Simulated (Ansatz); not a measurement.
Frontier orbitals of C2HBrClF, SMILES `F/C=C(/Cl)Br`.

Cartesian coordinates in Å:
```
F -1.177 0.172 1.363
C -0.621 0.394 0.182
C 0.467 -0.250 -0.218
Cl 1.143 0.074 -1.753
Br 1.315 -1.527 0.847
H -1.127 1.137 -0.421
```

Total charge 0; spin multiplicity 1. Correlated methods include outer-core shells of Br, which these sets cover unevenly. Scalar relativity is left out up to krypton. All single points use the PBE0-D4/def2-TZVP geometry. Basis def2-TZVPP, the Gaussian-basis code of Ansatz.

Orbital energies of one run (eV). Highest occupied ones, from the top: -6.96, -8.32, -8.81, -9.36, -11.00, -11.09, -12.07, -13.58, -14.12, -15.18, -16.71, -20.79, -22.42, -25.25. Empty: -0.87, -0.86, 0.10, 2.01, 2.49, 3.31.

**Question.** Which functional gave them?
A. r2SCAN0
B. PBE0
C. HSE06 (plane-wave form)
D. B97M-V

**Answer.** C. HOMO energies: HSE06 -6.96, B97M-V -6.44, r2SCAN0 -7.52, PBE0 -7.36 eV.
